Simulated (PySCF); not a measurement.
Ga(Vi)(OEt)2, SMILES C=[CH][Ga]([O]CC)[O]CC (C6H13GaO2) (GFN2-xTB optimised geometry):

```
22

Ga     0.088    -0.700     0.000
C      2.110    -0.700     0.000
C      2.799    -1.825    -0.009
H      2.604     0.267     0.007
H      3.881    -1.837    -0.008
H      2.305    -2.784    -0.014
O     -0.536    -2.332    -0.007
C     -1.744    -3.054    -0.004
C     -2.969    -2.152     0.059
H     -1.779    -3.665    -0.916
H     -1.733    -3.728     0.863
H     -2.966    -1.480    -0.798
H     -3.881    -2.745     0.057
H     -2.926    -1.548     0.965
O     -1.035     0.665     0.000
C     -1.013     2.070     0.005
C      0.399     2.641     0.020
H     -1.542     2.423    -0.890
H     -1.560     2.417     0.891
H      0.939     2.300    -0.864
H      0.371     3.728     0.025
H      0.922     2.291     0.911
```

Computed with PySCF 2.14.0 with PBE0/def2-SVP.

Question: What are the frontier orbital energies and the dipole moment?

Answer: HOMO-2 -7.69 eV, HOMO-1 -7.51 eV, HOMO -7.31 eV, LUMO -0.61 eV, LUMO+1 0.35 eV; dipole moment 1.07 D.

On the same geometry PBE/def2-SVP (PySCF) gives HOMO-2 -6.20 eV, HOMO-1 -6.03 eV, HOMO -5.76 eV, LUMO -1.48 eV, LUMO+1 -0.61 eV; dipole moment 0.97 D.

Meta-Löwdin charges at PBE0/def2-SVP: Ga1 0.78, C2 -0.29, C3 -0.18, H4 0.11, H5 0.11, H6 0.11, O7 -0.56, C8 0.06, C9 -0.31, H10 0.09, H11 0.09, H12 0.11, H13 0.10, H14 0.10, O15 -0.56, C16 0.06, C17 -0.31, H18 0.09, H19 0.09, H20 0.10, H21 0.11, H22 0.10.
